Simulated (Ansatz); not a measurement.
A set of 12 reactions (hydrolysis), with CCSD(T)/CBS values in kJ/mol:

```tsv
reaction	ΔE
`OBN([SiH3])[SiH3]` + H₂O → `OBO` + `[SiH3]N[SiH3]`	-21.2
`C[SiH](O)[SnH3]` + H₂O → `C[SiH](O)O` + `[SnH4]`	-93.0
`N=CC(N)=O` + H₂O → `N=CO` + `NC=O`	13.6
`CCO[Si](O)(O)O` + H₂O → `O[Si](O)(O)O` + `CCO`	4.6
`BN(C)B(C)F` + H₂O → `CB(O)F` + `BNC`	-53.2
`C[SiH2][SiH](F)F` + H₂O → `O[SiH](F)F` + `C[SiH3]`	-134.5
`[NH2][Al]([OH])[SiH2]Cl` + H₂O → `[NH2][Al]([OH])[OH]` + `[SiH3]Cl`	-123.8
`OC[SiH2]CCl` + H₂O → `O[SiH2]CCl` + CH₃OH	-107.2
`FC(F)(Cl)C(F)(F)Cl` + H₂O → `OC(F)(F)Cl` + `FC(F)Cl`	-9.4
`F[SiH2]P[SiH3]` + H₂O → `O[SiH3]` + `F[SiH2]P`	-53.2
`[CH3][In]([Cl])[Br]` + H₂O → `[CH3][In]([OH])[Cl]` + HBr	112.2
`CCCOC` + H₂O → `CCCO` + CH₃OH	21.4
```

Gas-phase electronic energies from Ansatz, PBE0-D4/def2-TZVP geometries. CCSD(T)/CBS is the MP2 limit (def2-TZVPP, def2-QZVPP) plus CCSD(T) − MP2 in def2-TZVPP, frozen cores. This one scheme is used for every species. DFT in def2-TZVPP. B3LYP here is the variant with VWN-RPA as its local correlation; programs differ in this. def2 core potentials past Kr. For Br, In, Sn outer-core shells are correlated without core-valence functions, which leaves a few kJ/mol of doubt a bond. Scalar relativity is left out up to krypton. Each species was taken in one conformer, which may not be the lowest.

Problem. Give the mean, mean absolute and largest difference (level minus CCSD(T)/CBS, kJ/mol) for: PBE-D4, PBE0-D4, B3LYP-D4, ωB97X-V, PBE, r2SCAN, B3LYP, HF/def2-TZVPP, SCS-MP2/def2-TZVPP, CCSD(T)/def2-TZVPP, SCS-MP2/def2-QZVPP, HF/CBS(def2), MP2/CBS(def2), CCSD/CBS(def2). (An estimate is asked.)

Solution. Ansatz gave: 
```
             level   mean  mean absolute  largest
            PBE-D4    2.2           11.4     22.7
           PBE0-D4    1.0            8.4     15.4
          B3LYP-D4   -4.8            5.1    -13.8
           ωB97X-V   -5.6            5.7    -13.7
               PBE   -2.6           12.4    -21.7
            r2SCAN   -6.7            6.7    -18.1
             B3LYP  -12.4           12.4    -22.5
     HF/def2-TZVPP  -19.9           22.8    -33.5
SCS-MP2/def2-TZVPP   -7.7            7.7    -14.3
CCSD(T)/def2-TZVPP   -3.9            3.9    -10.0
SCS-MP2/def2-QZVPP   -5.7            5.7    -12.8
      HF/CBS(def2)  -20.1           22.8    -33.8
     MP2/CBS(def2)    0.1            2.8     -8.1
    CCSD/CBS(def2)   -2.3            2.7     -4.5
```

The largest T1 diagnostic in the set is 0.016, for `NC=O` (customary mark 0.02).

CCSD(T)/CBS is a level of theory with its own doubt, and the functionals carry their triple-zeta basis error, so these figures describe this set and don't rank the functionals.
